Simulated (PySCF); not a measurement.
Method: PBE0-D3(BJ)/def2-TZVP (PySCF). All species are isolated molecules in the gas phase. 

Reference species (SMILES): `I[B]I` (neutral, multiplicity 2).

The dipole moment is 0.61 D.

Changed species: `I[BH]` (radical fragment; the reference has radical fragment).

Question: Predict the effect on the dipole moment.

Answer: the dipole moment drops by 0.09 D, to 0.52 D.
